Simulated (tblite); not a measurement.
Species: CH9ClGe2Si.
Atom-mapped SMILES: `[SiH3:1][Ge@@H:2]([GeH3:3])[CH2:4][Cl:5]` (hydrogens: H6, H7, H8 on Si1; H9 on Ge2; H10, H11, H12 on Ge3; H13, H14 on C4)

Computed with GFN2-xTB (tblite), gas phase: nudged elastic band of 9 images (0 to 8), spring 0.2 eV/Å², climbing image at the end, force threshold 0.05 eV/Å. No saddle search or frequency run followed, so the top image need not be a first-order saddle, and its height can exceed the method's true barrier by a kcal/mol or more.

The band describes a rotation about Ge2–C4 (germanium bonded to C, Ge, Si and H, sp3 C–Cl carbon), followed by the dihedral Si1–Ge2–C4–Cl5, from the optimised start (-66°) to a second optimised geometry at 53°.

Question: Give the energy profile along the converged band.

Answer: 
| image | dihedral (°) | E (kcal/mol) | Ge2–C4 (Å) | Si1···Cl5 (Å) | largest true force (eV/Å) |
| --- | --- | --- | --- | --- | --- |
| 0 | -66 | 0.00 | 1.997 | 3.91 | 0.01 |
| 1 | -51 | 0.20 | 2.000 | 3.71 | 0.04 |
| 2 | -36 | 0.57 | 2.005 | 3.55 | 0.04 |
| 3 | -22 | 0.90 | 2.009 | 3.43 | 0.04 |
| 4 | -7 | 1.09 | 2.012 | 3.38 | 0.03 |
| 5 | 7 | 1.13 | 2.010 | 3.40 | 0.04 |
| 6 | 22 | 0.99 | 2.006 | 3.49 | 0.04 |
| 7 | 37 | 0.72 | 2.001 | 3.62 | 0.04 |
| 8 | 53 | 0.52 | 1.997 | 3.81 | 0.01 |

Barriers of this band. The top is image 5 at 7°: 1.13 kcal/mol forward and 0.61 kcal/mol back; the end lies 0.52 kcal/mol above the start. The central bond is 0.013 Å longer at the top than at the start.

Question: What rate follows at 250 K for crossing this barrier forward?

Answer: Taking the electronic barrier for the free energy of activation (no zero-point or entropy terms, transmission 1), rate = (kT/h)·exp(−ΔE/kT) ≈ 5 × 10^11 s⁻¹, whose inverse is 2 × 10^-12 s. An error of 1 kcal/mol in the barrier changes this by a factor of 7, and the method and the loose band can each miss by that much or more. The barrier is only 2.3 kT, where transition-state theory is rough.

Question: How would the two end points share their population at 250 K, from these energies alone?

Answer: exp(−ΔE/kT) with ΔE = 0.023 eV gives 0.34 for the higher one (end) against 1 for the lower, without vibrational, rotational or degeneracy terms. GFN2-xTB can put conformers this close in the wrong order.

What follows is the cost of the whole band run. On Arm Neoverse V1, one thread, no GPU, on a shared host, this took 2.9 s of wall time and 0.18 GiB of memory at its peak.
